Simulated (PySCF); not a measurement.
SMILES CC(=O)[CH]C(C)C (C6H11O), doublet, GFN2-xTB optimised geometry.

```
18

C      0.89     1.97     0.00
C     -0.03     0.77     0.00
O     -1.26     0.91     0.00
C      0.63    -0.50     0.00
C     -0.09    -1.80     0.00
C     -0.97    -1.92     1.25
C     -0.97    -1.93    -1.25
H      1.53     1.95     0.88
H      1.52     1.96    -0.88
H      0.30     2.88     0.01
H      1.71    -0.50     0.00
H      0.65    -2.61     0.00
H     -1.70    -1.12     1.26
H     -0.37    -1.86     2.15
H     -1.49    -2.88     1.24
H     -1.48    -2.88    -1.24
H     -1.71    -1.13    -1.26
H     -0.36    -1.86    -2.15
```

Density from unrestricted PBE0/def2-SVP in PySCF at that geometry.

Minimum of the electron density along straight lines between bonded atoms, close to the bond critical point (lines longer than 1.1 times the sum of covalent radii, or with two minima, are not listed):

```
bond    length / Å  ρ at the minimum / e bohr⁻³  ∇²ρ there / e bohr⁻⁵  position (fraction from the first atom)
------  ----------  ---------------------------  --------------------  ---------------------------------------
C1–C2        1.517                        0.253                     ?                                     0.49
C2–O3        1.231                            ?                  0.23                                     0.33
C2–C4        1.428                        0.296                     ?                                     0.50
C4–C5        1.481                        0.265                 -0.64                                     0.52
C5–C6        1.539                        0.236                 -0.52                                     0.51
C5–C7        1.539                        0.236                 -0.52                                     0.51
C1–H8        1.088                        0.274                 -0.99                                     0.62
C1–H9        1.088                        0.274                 -0.99                                     0.62
C1–H10       1.086                        0.278                 -1.04                                     0.63
C4–H11       1.080                        0.284                 -1.08                                     0.63
C5–H12       1.096                        0.276                 -1.00                                     0.62
C6–H13       1.086                        0.280                 -1.06                                     0.64
C6–H14       1.088                        0.276                 -1.01                                     0.62
C6–H15       1.087                        0.276                 -1.01                                     0.62
C7–H16       1.087                        0.276                 -1.01                                     0.62
C7–H17       1.086                        0.280                 -1.06                                     0.64
C7–H18       1.088                        0.276                 -1.01                                     0.62
```

Task: What belongs in the gaps?

Result: 
- C1–C2, ∇²ρ there / e bohr⁻⁵: -0.60
- C2–O3, ρ at the minimum / e bohr⁻³: 0.391
- C2–C4, ∇²ρ there / e bohr⁻⁵: -0.76
